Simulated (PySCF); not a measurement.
These 2 structures share the formula C3H5GeN. Method: PBE0-D3(BJ)/def2-SVP geometry optimisation, gas phase in PySCF 2.14.0. Energies are electronic, without zero-point or thermal terms, for one conformer each. No frequencies were run at this level. Point groups hold within 0.08 Å.

Question: Order them by energy at this level, lowest first, and give relative energies in kcal/mol.
A. `[CH2:1]=[CH:2][GeH2:3][C:4]#[N:5]` with C1–C2–Ge3–C4 -115°
B. `[CH:1]#[C:2][GeH2:3][N:4]=[CH2:5]` with C2–Ge3–N4–C5 0°

Answer: A (0.0), B (31.9).

As drawn, the lower has a C≡N group and a C=C bond outside aromatic rings, which the higher lacks; the higher has a C≡C bond and a C=N bond, which the lower lacks.

| SMILES | E (Eh) | E rel (kcal/mol) | dipole (D) | point group | A, B, C (MHz) |
| --- | --- | --- | --- | --- | --- |
| C=[CH][GeH2][C]#N | -2248.17979 | 0.0 | 4.22 | C1 | 6607, 1980, 1638 |
| C#[C][GeH2][N]=C | -2248.12903 | 31.9 | 1.64 | Cs | 4655, 2769, 1776 |
